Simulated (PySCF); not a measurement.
Te(Cl)2, SMILES Cl[Te]Cl (Cl2Te), PBE0/def2-SVP optimised geometry.

```
3

Te    -0.97    -1.16     0.00
Cl    -1.39     1.16     0.00
Cl     1.39    -1.16     0.00
```

Density from PBE0/def2-TZVP, def2 effective core potentials past Kr in PySCF at that geometry. The core electrons that the potentials of Te replace are not part of the density.

Minimum of the electron density along straight lines between bonded atoms, close to the bond critical point (lines longer than 1.1 times the sum of covalent radii, or with two minima, are not listed):

| bond | length / Å | ρ at the minimum / e bohr⁻³ | ∇²ρ there / e bohr⁻⁵ | position (fraction from the first atom) |
|---|---|---|---|---|
| Te1–Cl2 | 2.360 | 0.094 | 0.08 | 0.47 |
| Te1–Cl3 | 2.360 | 0.094 | 0.08 | 0.47 |
